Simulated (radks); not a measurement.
Values are calculated unless marked as measured or tabulated.
Coulomb parameter of the 4f shell of the dysprosium ion Dy2+ in the model configuration [Xe] 4f9 6s1, as a second difference U = [E(n + 0.5) + E(n - 0.5) - 2 E(n)] / (0.5)^2 with all orbitals relaxed. "Bare": the charge of the atom changes with n. "Screened": the 6s shell takes up the change at fixed total charge, which measures U(4f,4f) + U(6s,6s) - 2 U(4f,6s). Level of theory: scalar-relativistic Kohn-Sham, r2SCAN, spin-unpolarised, spherical densities, finite nucleus; meta-GGA in the generalised Kohn-Sham scheme; Fermi nuclear charge, rms radius 5.2218 fm (a radial shooting solver on a logarithmic mesh with Libxc functionals).

case              configuration  E - E(n) (eV)
start              [Xe] 4f9 6s1          0.000
bare +0.5        [Xe] 4f9.5 6s1        -10.741
bare -0.5        [Xe] 4f8.5 6s1         15.257
screened +0.5  [Xe] 4f9.5 6s0.5         -3.888
screened -0.5  [Xe] 4f8.5 6s1.5          5.722

U(bare) = 18.062 eV, U(screened by 6s) = 7.336 eV, against the Slater integral F0(4f,4f) = 31.445 eV with frozen orbitals.
